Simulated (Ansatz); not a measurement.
`[O]=[Ta]([F])([F])[F]` + CH₃OH → `C[O][Ta](=[O])([F])[F]` + H–F at 400 K and 1 bar (ligand exchange at a Ta–F bond).

Gas-phase electronic energies from Ansatz, PBE0-D4/def2-TZVP geometries. CBS: MP2 limit from def2 TZ/QZ plus the TZ coupled-cluster correction, frozen cores. This one scheme is used for every species. Elements past krypton have def2 core potentials. For Ta outer-core shells are correlated without core-valence functions, which leaves a few kJ/mol of doubt a bond. One conformer a species, not always the lowest.

```tsv
species	CCSD(T)/CBS energy (Eh)	H − E (kJ/mol)	S (J/(mol·K))
`[O]=[Ta]([F])([F])[F]`	-431.70821	52.0	353.6
CH₃OH	-115.61712	151.2	252.6
`C[O][Ta](=[O])([F])[F]`	-446.92802	165.8	422.5
H–F	-100.39570	36.5	182.2
```

H − E and S are ideal-gas, rigid-rotor, harmonic terms from PBE0-D4/def2-TZVP, for one conformer and one mirror image of each species. 1 Eh = 2625.50 kJ/mol, R = 8.31446 J/(mol·K).

Q: By hand: ΔE, ΔH, ΔS and ΔG.

A: ΔE = (-446.92802) + (-100.39570) − (-431.70821) − (-115.61712) = 0.00161 Eh = 4.2 kJ/mol. Δ(H − E) = 165.8 + 36.5 − 52.0 − 151.2 = -0.9, so ΔH = 3.3 kJ/mol. ΔS = 422.5 + 182.2 − 353.6 − 252.6 = -1.5 J/(mol·K). ΔG = 3.3 − 400 × (-1.5)/1000 = 3.9 kJ/mol.

Q: By hand: the equilibrium constant, and the temperature at which ΔG would vanish if ΔH and ΔS stayed fixed.

A: log₁₀ K = −ΔG/(RT ln 10) = -0.5. ΔH and −TΔS have one sign here, so there is no such temperature.

The number of gas molecules stays the same, so ΔS is small and ΔH decides. The sign of ΔG lies within the doubt. A doubt of 5 kJ/mol in ΔE shifts log₁₀ K by 0.7 here. Other conformers and mirror images would add mixing entropy, several J/(mol·K) or more a flexible species. These are equilibria of isolated gas molecules and say nothing of rates. Largest T1 diagnostic: 0.020 (customary marks: 0.02 for closed shells, 0.045 for open ones).

ΔS is within the doubt of such terms, so its sign, and with it that verdict, could turn.
